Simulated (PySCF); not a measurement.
## Correlation energy of Si⁺ (silicon, charge +1)

[Ne] 3s2 3p1, 2P determinant. Calculation: PySCF 2.14, in def2-TZVPPD (6s5p4d1f, 48 functions); the non-relativistic Hamiltonian (point nucleus). Frozen: 1s2; 11 electrons correlated.

| level | correlation energy (mhartree) |
| --- | --- |
| CCSD | -206.41 |
| (T) | -2.91 |
| CCSD(T) | -209.32 |

Diagnostics: T1 = 0.0088, D1 = 0.0352, largest double amplitude 0.099.

Cost of the coupled-cluster step: roughly 1.9 core-seconds, for 11 correlated electrons.

Iterations:

```
CC2 = 0
CCSD nocc = (np.int64(6), np.int64(5)), nmo = (47, 47)
frozen orbitals [[0], [0]]
max_cycle = 100
direct = 0
conv_tol = 1e-08
conv_tol_normt = 1e-06
diis_space = 8
diis_start_cycle = 0
Init t2, MP2 energy = -0.18957633754557
Init E_corr(UCCSD) = -0.189576337545979
cycle = 1  E_corr(UCCSD) = -0.200110521979817  dE = -0.0105341844  norm(t1,t2) = 0.0519742
cycle = 2  E_corr(UCCSD) = -0.20396180739358  dE = -0.00385128541  norm(t1,t2) = 0.0223386
cycle = 3  E_corr(UCCSD) = -0.206409075297162  dE = -0.0024472679  norm(t1,t2) = 0.0107223
cycle = 4  E_corr(UCCSD) = -0.206413430413759  dE = -4.3551166e-06  norm(t1,t2) = 0.00140002
cycle = 5  E_corr(UCCSD) = -0.206405237016867  dE = 8.19339689e-06  norm(t1,t2) = 0.000238879
cycle = 6  E_corr(UCCSD) = -0.206412099966624  dE = -6.86294976e-06  norm(t1,t2) = 6.08998e-05
cycle = 7  E_corr(UCCSD) = -0.206411118892543  dE = 9.81074081e-07  norm(t1,t2) = 1.45693e-05
cycle = 8  E_corr(UCCSD) = -0.206411386892312  dE = -2.67999769e-07  norm(t1,t2) = 4.07178e-06
cycle = 9  E_corr(UCCSD) = -0.206411352728686  dE = 3.41636256e-08  norm(t1,t2) = 8.98043e-07
cycle = 10  E_corr(UCCSD) = -0.206411339230468  dE = 1.34982177e-08  norm(t1,t2) = 1.69298e-07
cycle = 11  E_corr(UCCSD) = -0.206411338265605  dE = 9.648633e-10  norm(t1,t2) = 5.13633e-08
UCCSD converged
E(UCCSD) = -288.7766593887206  E_corr = -0.206411338265605
UCCSD(T) correction = -0.00291406411650736
```

This basis was not built for core-valence correlation, so the inner-shell part is incomplete.
